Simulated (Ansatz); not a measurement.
`O[SiH2]SS` + `C=C[SiH2]Cl` → `SS[SiH2]Cl` + `C=C[SiH2]O`  (redistribution)

Calculated with Ansatz (gas phase, PBE0-D4/def2-TZVP geometries, no zero-point term in ΔE). CBS: MP2 limit from def2 TZ/QZ plus the TZ coupled-cluster correction, frozen cores. DFT in def2-TZVPP. Each species was taken in one conformer, which may not be the lowest.

| species | BLYP-D4 energy (Eh) |
| --- | --- |
| `O[SiH2]SS` | -1163.64575 |
| `C=C[SiH2]Cl` | -828.95863 |
| `SS[SiH2]Cl` | -1548.01099 |
| `C=C[SiH2]O` | -444.59042 |

Q: Work out ΔE.

A: ΔE = (-1548.01099) + (-444.59042) − (-1163.64575) − (-828.95863) = 0.00297 Eh = +7.8 kJ/mol. CCSD(T)/CBS gives +9.0 kJ/mol.

Largest T1 diagnostic among the species: 0.012.

Leaving LDA and LC-ωPBE aside and taking each functional with its dispersion term where it has one, the values, not all of them listed here, spread over 1.9 kJ/mol, from BLYP-D4 to PBE-QIDH.
